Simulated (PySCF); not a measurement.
# Cost of excited-state runs on `C1CCCC(S(=O)(=O)O)C1`, C6H12O3S

Numbering as in the mapped SMILES `[O:1]=[S:2](=[O:3])([OH:4])[CH:5]1[CH2:6][CH2:7][CH2:8][CH2:9][CH2:10]1`; H(Xn) means a hydrogen on atom n. Ha(C6), Ha(C7), Ha(C8), Ha(C9), Ha(C10) are cis to S2 on the ring; Hb(C6), Hb(C7), Hb(C8), Hb(C9), Hb(C10) are trans to S2 on the ring.

PySCF with density fitting, on 1 thread of an Intel Xeon, shared host. Command: `OMP_NUM_THREADS=1 python excited_run.py task.json out`

Task: How long does each of these runs take, and how much memory?
- magnetisability and related constants, PBE/pcSseg-1; writes grids
- magnetisability and related constants, B97-2/cc-pVDZ; fitting basis def2-qzvpp-jkfit

Result: 
| run | level | basis functions | wall time | peak memory (GiB) |
| --- | --- | --- | --- | --- |
| magnetisability and related constants | PBE/pcSseg-1 | 237 | 4.2 min | 0.92 |
| magnetisability and related constants | B97-2/cc-pVDZ | 204 | 61 s | 0.98 |

Times from a shared host are rough.
